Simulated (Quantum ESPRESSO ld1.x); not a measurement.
The numbers below are computed, except where a source is named.
All-electron atom: Pm28+ in [Ar] 3d10 4s2 4p3. Code: ld1.x of Quantum ESPRESSO 7.5. Model: Dirac Kohn-Sham, PBE, spin-unpolarised, spherical densities, point nucleus; open shells are shared between the two j in proportion to 2j + 1.

Spin-orbit splittings of the eigenvalues, e(l+1/2) - e(l-1/2), with zeta = 2 splitting/(2l+1) and mean radii in bohr:

shell  occ.  splitting (eV)  zeta (eV)  <r> j=l-1/2  <r> j=l+1/2
2p        6           561.7      374.5      0.08233      0.08882
3p        6           116.3      77.53       0.2463       0.2582
3d       10           25.57      10.23       0.2290       0.2327
4p        3           34.35      22.90       0.5337       0.5515
4d        0           7.327      2.931       0.5476       0.5527
